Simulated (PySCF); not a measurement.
The numbers are results of B3LYP-D3(BJ)/def2-TZVP // B3LYP-D3(BJ)/def2-SVP (PySCF), not measurements. All species are isolated molecules in the gas phase. One relaxed conformer stands for a flexible species; it need not be the lowest. B3LYP has the VWN-RPA correlation part, as in Gaussian. Excitations are Tamm–Dancoff values on a coarser integration grid. The basis has no diffuse functions, so Rydberg states are missing or too high.

Reference species (SMILES): `C=C/C=C\c1ccc([SiH3])cc1` (C–C–C–C torsion 175°, C–C–C–C torsion 148°) (neutral, multiplicity 1).

```json
{
  "HOMO–LUMO gap": "4.37 eV",
  "LUMO": "-1.80 eV",
  "S1 oscillator strength": "0.902",
  "brightest of the four lowest singlets (TDA)": "4.40 eV"
}
```

Changed species: `C=C/C([SiH3])=C/c1ccccc1` (C–C–C–Si torsion -10°, C–C–C–C torsion -148°).

Question: What does the change do to the HOMO–LUMO gap, LUMO, S1 oscillator strength and brightest of the four lowest singlets (TDA)?

Answer: the HOMO–LUMO gap hardly moves; the LUMO hardly moves; the S1 oscillator strength rises by 0.076, to 0.978; the brightest of the four lowest singlets (TDA) increases by 0.08 eV, to 4.48 eV.
